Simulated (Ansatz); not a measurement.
Z-matrix (Å, degrees):
```
C
B 1 1.550
H 1 1.094 2 110.0
H 1 1.094 2 110.3 3 -116.6
H 1 1.091 2 113.5 3 121.5
C 2 1.467 1 154.5 3 -119.6
C 2 1.479 1 151.0 3 60.1
H 6 1.083 2 159.0 1 -0.2
C 7 1.465 2 158.5 1 0.2
F 9 1.380 7 112.3 2 0.1
H 9 1.096 7 110.2 2 -120.2
H 9 1.096 7 110.2 2 120.4
```

Total charge 0; spin multiplicity 1.

**Question.** List the ωB97M-V/def2-TZVPP orbital energies in eV (Ansatz). (An estimate is asked.)

**Answer.** The calculation gave: Occupied: -677.14, -283.83, -281.89, -281.69, -280.72, -187.41, -36.12, -26.05, -22.94, -22.11, -18.04, -17.15, -16.60, -16.54, -13.99, -13.76, -13.69, -13.06, -12.82, -11.23, -10.98, -9.96. Lowest empty: 1.91, 2.10, 2.84, 2.93, 3.27, 4.18, 4.22, 4.54.
